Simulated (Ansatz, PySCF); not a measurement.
Sn(H)(Cl)2(OMe) (CH4Cl2OSn), SMILES C[O][SnH]([Cl])[Cl].

The structure is a stationary point at B3LYP-D3(BJ)/def2-SVP. The def2 effective core potentials stand for the cores of Sn; spin–orbit coupling is left out. Other conformers were not sampled.

Vertical ionisation energy (IE) and electron affinity (EA) in eV. Rows of orbital energies are one-electron estimates. Where ΔSCF, EOM or ADC give a negative EA the extra electron is unbound and the value depends on the basis.

```tsv
level	IE	EA
−ε(HOMO), −ε(LUMO), ωB97X/def2-TZVP (PySCF)	10.83	0.09
−ε(HOMO), −ε(LUMO), PBE/def2-TZVP (PySCF)	6.78	3.07
ΔSCF, PBE0/def2-SVPD (Ansatz), final states of multiplicity 2 and 2	10.41	0.60
ΔSCF, PBE/def2-SVPD (Ansatz), final states of multiplicity 2 and 2	9.96	0.71
```

### Question
What vertical singlet–triplet gap does ΔSCF give with PBE0/def2-SVPD (Ansatz, an electronic-structure program) and with PBE/def2-SVPD (Ansatz)? (Estimate from the structure and the level; the computed values follow.)

### Answer
4.77 and 4.25 eV (triplet above singlet where positive).
